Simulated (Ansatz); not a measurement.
Two isomers of C4H3F3: A = `C=C(F)/C(F)=C/F`, B = `FC1=C(F)C(F)C1`.

Gas-phase electronic energies from Ansatz, PBE0-D4/def2-TZVP geometries. CCSD(T)/CBS is the MP2 limit (def2-TZVPP, def2-QZVPP) plus CCSD(T) − MP2 in def2-TZVPP, frozen cores. Functionals use def2-TZVPP. B3LYP here is the variant with VWN-RPA as its local correlation; programs differ in this. One conformer a species, not always the lowest.

(1) Which is lower in electronic energy at CCSD(T)/CBS, and by how much? (Best estimate.)

(2) Give E(B) − E(A) in kJ/mol with MP2/def2-TZVPP, B3LYP, B3LYP-D4, B2PLYP, ωB97M-V, PBE-D4, CCSD(T)/def2-SVP. (Estimate.)

(3) Does the order hold for the free energy at 298.15 K (harmonic terms from PBE0-D4)? (Best estimate.)

Largest T1 diagnostic: 0.013.

Answers

(1) The calculation gave: A, by 21.6 kJ/mol.

(2) Ansatz gave: MP2/def2-TZVPP 12.3, B3LYP 40.2, B3LYP-D4 39.5, B2PLYP 31.5, ωB97M-V 19.8, PBE-D4 19.8, CCSD(T)/def2-SVP 28.7. None reverses the order clearly.

(3) Ansatz gave: Yes: G(B) − G(A) = +29.3 kJ/mol, for one conformer each.

From r2SCAN to r2SCAN0 (25 % exact exchange), in def2-TZVPP and without D4, E(B) − E(A) moves by −10.7 kJ/mol. At CCSD(T), def2-SVP lies +7.1 kJ/mol from the extrapolated value and def2-TZVPP +0.7 kJ/mol.
